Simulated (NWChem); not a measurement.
Molecule: C₃H₆Si; SMILES C=C=C[SiH3]

Program: NWChem. Pople sets run with spherical d functions. Structure relaxed at the B3LYP/6-31G* (spherical d) level. Lowest singlet excitation in solution, TDDFT at PBE0/6-31G* with SMD, three treatments of the solvent's response.

What does the run give for solvent water? Quantities: ground-state reaction field (eV); corrected reaction field (eV); vertical excitation model (eV).


```yaml
ground-state reaction field (eV): 5.58
corrected reaction field (eV): 5.53
vertical excitation model (eV): 5.48
```
